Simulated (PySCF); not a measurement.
Nonlinear optical response: SMILES C1=C(C#N)N(C)C=C1, C6H6N2

Molfile (atoms numbered from 1):
```
C6H6N2
     RDKit          3D

 14 14  0  0  0  0  0  0  0  0999 V2000
   -1.7725   -0.4447   -0.2337 C   0  0  0  0  0  0  0  0  0  0  0  0
   -0.3943   -0.2389    0.1128 N   0  0  0  0  0  0  0  0  0  0  0  0
    0.3006   -0.9220    1.0466 C   0  0  0  0  0  0  0  0  0  0  0  0
    1.5989   -0.4671    1.0662 C   0  0  0  0  0  0  0  0  0  0  0  0
    1.7012    0.5360    0.0980 C   0  0  0  0  0  0  0  0  0  0  0  0
    0.4493    0.6594   -0.4853 C   0  0  0  0  0  0  0  0  0  0  0  0
    0.0358    1.5223   -1.5017 C   0  0  0  0  0  0  0  0  0  0  0  0
   -0.3048    2.2335   -2.3378 N   0  0  0  0  0  0  0  0  0  0  0  0
   -2.1512    0.4313   -0.7597 H   0  0  0  0  0  0  0  0  0  0  0  0
   -1.8836   -1.3166   -0.8848 H   0  0  0  0  0  0  0  0  0  0  0  0
   -2.3640   -0.6047    0.6683 H   0  0  0  0  0  0  0  0  0  0  0  0
   -0.1697   -1.6824    1.6391 H   0  0  0  0  0  0  0  0  0  0  0  0
    2.3839   -0.8168    1.7064 H   0  0  0  0  0  0  0  0  0  0  0  0
    2.5698    1.1103   -0.1565 H   0  0  0  0  0  0  0  0  0  0  0  0
  1  2  1  0
  2  3  1  0
  3  4  2  0
  4  5  1  0
  5  6  2  0
  6  7  1  0
  7  8  3  0
  6  2  1  0
  1  9  1  0
  1 10  1  0
  1 11  1  0
  3 12  1  0
  4 13  1  0
  5 14  1  0
M  END
```

Computed, not measured: PySCF, quadratic response CAM-B3LYP/aug-cc-pVDZ first hyperpolarisability, Taylor convention, gas phase. Geometry: GFN2-xTB.

Task: Give β for the processes computed.

Result: In au, Taylor convention; the vector part is βᵢ = ⅓ Σⱼ (βᵢⱼⱼ + βⱼᵢⱼ + βⱼⱼᵢ); β∥ is 3/5 of the vector part along the dipole, the dipole points from − to +:
```csv
process,λ (nm),β vector norm,β∥,β HRS,depolarisation ratio
"static β(0;0,0)",∞,85.0,46.8,85.2,1.78
"second harmonic β(−2ω;ω,ω)",1064,110.1,59.3,105.5,1.83
"Pockels β(−ω;ω,0)",1064,92.2,50.4,–,–
"second harmonic β(−2ω;ω,ω)",800,139.6,73.5,127.8,1.89
"Pockels β(−ω;ω,0)",800,98.5,53.6,–,–
```

Task: Which lowest excitations, dipole and polarisabilities go with it?

Result: S1 5.47 eV (f = 0.324); S2 5.79 eV (f = 0.008); S3 5.99 eV (f = 0.001); dipole 4.55 D; isotropic α 83.2 au static, 84.3 au at 1064 nm, 85.2 au at 800 nm, 88.0 au at 532 nm, 92.6 au at 400 nm.
